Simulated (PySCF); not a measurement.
Several species in one continuum solvent.

Level: CAM-B3LYP/def2-SVPD in PySCF, non-relativistic, each on one gas-phase PBE0-D3(BJ)/def2-SVP geometry that isn't relaxed in the solvent. The solvent is an IEF-PCM continuum (Bondi radii, 1.10 Å for H, scaled by 1.2). Only the electrostatic response of the medium enters.

**Question.** Order them by E(solvent) − E(gas) in dimethylsulfoxide (ε = 46.83), most negative first (kcal/mol).
A. `[CH2:1]=[C:2]1[C:3](=[CH2:4])[C@H:5]([F:6])[C@@H:7]1[O:8][CH3:9]` with C5–C7–O8–C9 79°
B. `[CH3:1][O:2][CH2:3][C:4]([CH3:5])([CH3:6])[CH2:7][F:8]` with C1–O2–C3–C4 -178°, O2–C3–C4–C5 -178°, C3–C4–C7–F8 -178°
C. `[O:1]=[CH:2][C@@:3]12[CH2:4][CH2:5][C@@H:6]1[CH2:7][C@@H:8]2[F:9]` with O1–C2–C3–C4 158°
D. `[CH:1]#[C:2][C@@H:3]1[CH2:4][CH2:5][C@:6]1([F:7])[O:8][CH3:9]` with C5–C6–O8–C9 -174°, C2–C3–C4–C5 -101°, C3–C4–C5–C6 -16°, C4–C5–C6–F7 -93°, C2–C3–C6–C5 100°
E. `O=C1C[C@@H]2C[C@@H](F)[C@H]1C2`

**Answer.** E (-7.3), C (-6.4), A (-6.1), D (-5.3), B (-4.0).

| SMILES | charge | ΔE (kcal/mol) | polarisation term (kcal/mol) | HOMO shift (eV) | dipole gas (D) | dipole solvent (D) | atoms | lowest singlet, gas (eV) | lowest singlet, solvent (eV) |
| --- | --- | --- | --- | --- | --- | --- | --- | --- | --- |
| O=C1C[C@@H]2C[C@@H](F)[C@H]1C2 | 0 | -7.3 | -8.7 | -0.05 | 3.08 | 4.04 | 18 | 4.25 | 4.38 |
| O=C[C@@]12CC[C@@H]1C[C@@H]2F | 0 | -6.4 | -7.8 | +0.06 | 3.40 | 4.48 | 18 | 4.18 | 4.29 |
| C=C1C(=C)[C@H](F)[C@@H]1OC | 0 | -6.1 | -7.4 | +0.03 | 1.94 | 2.78 | 18 | 5.20 | 5.01 |
| C#C[C@@H]1CC[C@]1(F)OC | 0 | -5.3 | -5.9 | -0.06 | 1.06 | 1.33 | 18 | 6.37 | 6.43 |
| COCC(C)(C)CF | 0 | -4.0 | -4.7 | +0.21 | 2.77 | 3.63 | 21 | 7.24 | 7.27 |

The polarisation term is half the interaction of the solute with the induced surface charges. Singlets are vertical TDDFT energies (frozen core, non-equilibrium response), the lowest in each medium.
